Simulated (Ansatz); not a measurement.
Molecule: H₂Se₂, charge 1, multiplicity 2. 
Structure (B3LYP-D3(BJ)/def2-TZVP (Ansatz, a program for electronic structure) minimum search):
```xyz
4

Se    -0.9075    -0.0038     0.7032
Se     0.9075     0.0038    -0.7032
H     -1.8503    -0.0314    -0.4390
H      1.8503     0.0314     0.4390
```
Charge +1, spin multiplicity 2.

Basis-set convergence of Hartree-Fock and CCSD(T) correlation energies (hartree) with Ansatz. Cores are frozen in the correlated levels unless marked. Open shells are spin-unrestricted. Spin-orbit coupling is left out. The frozen core is the preceding noble-gas configuration, with the filled d and f shells of earlier blocks. Non-relativistic.

| basis | functions | E(HF) | E(corr, CCSD(T)) |
|---|---|---|---|
| cc-pVDZ | 64 | -4800.49782 | -0.26737 |
| cc-pVTZ | 114 | -4800.65612 | -0.34249 |
| cc-pVQZ | 196 | -4800.66334 | -0.36689 |

Extrapolating the two largest sets (X = 3 and 4) as X^-3: E(corr) = (64·(-0.36689) - 27·(-0.34249))/37 = -0.3847 Eh, an estimate of the basis-set limit. The largest set recovers 95.4 % of it, the smallest 69.5 %.
